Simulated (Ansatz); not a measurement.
Species: C₃H₄S₃, SMILES `SSC1=C[C@@H]1S` (charge 0, multiplicity 1).

### Question
Give a relaxed geometry from PBE-D3(BJ)/def2-TZVP in Ansatz (a first-principles code).

### Answer
This is not unique; one that fits is the end point of this relaxation, one of several conformers (outside a Z-matrix the atoms follow the SMILES, hydrogens last).
Z-matrix (Å, degrees):
```
C
H 1 1.0959
C 1 1.4870 2 120.80
C 3 1.3150 1 64.31 2 -105.95
H 3 1.0832 4 149.11 1 168.90
S 4 1.7072 3 151.46 5 -2.43
S 1 1.8286 2 111.94 3 149.32
H 7 1.3537 1 96.00 2 41.60
S 6 2.0731 4 103.23 3 -176.81
H 9 1.3594 6 97.21 4 -87.21
```
